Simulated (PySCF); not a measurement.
Species: C7H5NO2.
Numbering: `[CH2:1]=[N:2][C:3]1=[CH:4][CH:5]=[CH:6][C:7](=[O:8])[C:9]1=[O:10]` (hydrogens: H11, H12 on C1; H13 on C4; H14 on C5; H15 on C6)

Cartesian coordinates in Å at the GFN2-xTB level; atoms count from 1:
```xyz
15
C7H5NO2 angstrom
C      2.744    0.813    0.257
N      1.922    0.278   -0.529
C      0.641   -0.059   -0.327
C      0.052   -1.212   -0.757
C     -1.332   -1.450   -0.562
C     -2.163   -0.541    0.005
C     -1.690    0.745    0.449
O     -2.395    1.683    0.766
C     -0.163    0.951    0.436
O      0.379    1.856    1.017
H      2.633    0.836    1.340
H      3.647    1.234   -0.162
H      0.662   -1.983   -1.202
H     -1.726   -2.401   -0.890
H     -3.215   -0.743    0.137
```

The closed-shell SCF was solved with PySCF and density fitting under several settings on one GFN2-xTB geometry (grid level 2 and gas phase unless stated).

| settings | basis functions | SCF cycles | E (Eh) | HOMO (eV) | LUMO (eV) | dipole (D) |
| --- | --- | --- | --- | --- | --- | --- |
| PBE0/pcSseg-1 | 195 | 17 | -474.2825 | -6.63 | -3.74 | 4.29 |
| CAM-B3LYP/def2-SVPD | 246 | 18 | -474.3251 | -7.84 | -2.75 | 4.60 |

**Question.** Estimate the row for these settings: PBE0/pcSseg-0, IEF-PCM tetrahydrofuran, start guess atom.

**Answer.** 
```csv
settings,basis functions,SCF cycles,E (Eh),HOMO (eV),LUMO (eV),dipole (D)
"PBE0/pcSseg-0, IEF-PCM tetrahydrofuran, start guess atom",100,13,-473.2372,-6.54,-3.81,5.38
```

**Question.** Over all rows, what range does the HOMO–LUMO gap span?

**Answer.** From 2.73 eV (PBE0/pcSseg-0, IEF-PCM tetrahydrofuran, start guess atom) to 5.09 eV (CAM-B3LYP/def2-SVPD). The functional of the narrowest has 25 % exact exchange, that of the widest range-separated exact exchange.

Cycle counts include a coarse-grid stage where the run had one. The species at its GFN2-xTB geometry (one conformer only).
